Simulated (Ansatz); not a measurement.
System: C3H9Sb, charge -1, multiplicity 2. SMILES of the parent species: [CH3][Sb]([CH3])[CH3]
Coordinates optimised at B3LYP-D3(BJ)/def2-TZVP (Ansatz, an electronic-structure program):
```
Sb
C 1 2.2323
H 2 1.0913 1 109.58
H 2 1.0913 3 109.47 1 -120.20
H 2 1.0936 3 109.01 4 -119.16
C 1 2.3772 2 83.38 3 52.27
H 6 1.0924 1 109.56 2 62.81
H 6 1.0926 7 109.52 5 -157.56
H 6 1.0956 7 109.50 8 -120.71
C 1 2.3772 2 83.38 3 -172.40
H 10 1.0924 1 109.56 2 -62.81
H 10 1.0926 11 109.52 5 157.56
H 10 1.0956 11 109.50 12 120.71
```
Charge -1, spin multiplicity 2.

Parts of the frozen-core correlation energy in def2-SVP (Ansatz, hartree). Frozen orbitals: 12; correlated occupied orbitals by spin: 14 and 13; virtual: 87 and 88. Open shells are spin-unrestricted. Spin-orbit coupling is left out. Past Kr the def2 sets carry scalar-relativistic core potentials.

```csv
term,value
reference (HF),-357.91720
MP2 opposite-spin,-0.43280
MP2 same-spin,-0.12047
CCSD correlation,-0.61537
(T),-0.01938
T1 diagnostic,0.013
largest doubles amplitude,0.030
<S^2> of the reference,0.774
```
